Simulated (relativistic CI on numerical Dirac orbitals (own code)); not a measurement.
What each ingredient does to the levels of Ba30+

Base calculation: Dirac-Coulomb-Breit CI, separate exchange-only KLI orbitals for each configuration, model QED (radiative potential, 1s self-energy scaled to tabulated hydrogen-like ionisation energies), unscaled Slater integrals.

Configuration list (outside the closed core [Ne]): 3s2 3p6 3d8, 3s2 3p5 3d9, 3s2 3p4 3d10, 3s 3p6 3d9, 3p6 3d10, 3s 3p5 3d10, 3s2 3p6 3d7 4s, 3s2 3p6 3d7 4p, 3s2 3p6 3d7 4d, 3s2 3p4 3d9 4s, 3s2 3p5 3d8 4s, 3s2 3p6 3d7 4f, 3s2 3p4 3d9 4p, 3s2 3p5 3d8 4p, 3s2 3p4 3d9 4d, 3s 3p5 3d9 4s. Levels of other configurations are missing.

The lowest level and the first level of each name with at least 55 % of one term (blank where a level has no safe partner in the second run):

```
            Level  Base (cm⁻¹)  Shift (cm⁻¹)
 3s2 3p6 3d8 3F_4            0             0
 3s2 3p6 3d8 3F_3       123955       -123955
 3s2 3p6 3d8 3P_0       140210        -65471
 3s2 3p6 3d8 3P_1       201924       -127185
 3s2 3p6 3d8 1G_4       214094       -109594
 3s2 3p6 3d8 1S_0       428650       -190598
3s2 3p5 3d9 3F°_4      2091037       -166176
3s2 3p5 3d9 1D°_2      2138920              
3s2 3p5 3d9 3D°_3      2215148              
3s2 3p5 3d9 3P°_1      2281373       -248379
3s2 3p5 3d9 3D°_2      2307709              
3s2 3p5 3d9 3P°_0      2339146       -306151
3s2 3p5 3d9 3D°_1      2364855       -326094
3s2 3p5 3d9 3F°_2      2869898
```

At this charge energies of transitions that change n are usually good to better than 1 %, and those within a shell (Δn = 0) to a few per cent. Terms inside the open d or f shell come out 10 to 20 % too wide with unscaled integrals.

Problem. One thing was changed in a second run, which moved the levels as shown. Which?
A. only the first 3 configurations
B. configuration mixing switched off
C. non-relativistic limit
D. Breit term removed
E. QED terms removed

Solution. C. Non-relativistic limit. Without relativity the fine structure collapses and s electrons lose their extra binding.

LS names give the leading component of a level, which can be under half, so a name can repeat, a term be missing and a line seem to break the LS rules.
